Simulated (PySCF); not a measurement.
**Electron correlation in Te²⁷⁺ (tellurium, charge +27)**

[Ar] 3d7, high-spin 4F determinant. All numbers are calculated (PySCF 2.14, no relativity, point nucleus, in an uncontracted even-tempered set (17 s from 3.4 bohr⁻², ratio 2.5; 11 p from 4.4 bohr⁻², ratio 2.5; 8 d from 4.4 bohr⁻², ratio 2.5; 4 f from 20 bohr⁻², ratio 2.7; 3 g from 30 bohr⁻², ratio 2.7)). Frozen: [Ne]; 15 electrons correlated; the 27 highest virtual orbitals of each spin left out.

MP2 pair energies summed by pair of shells (mhartree):

```
 pair   energy  share (%)
3p-3d  -238.51       40.9
3d-3d  -183.19       31.4
3p-3p   -75.86       13.0
3s-3d   -42.52        7.3
3s-3p   -37.79        6.5
3s-3s    -5.21        0.9
```

Total MP2 correlation energy: -583.08 mhartree.

At this charge a non-relativistic calculation is a model, useful for the Z dependence of the correlation energy.
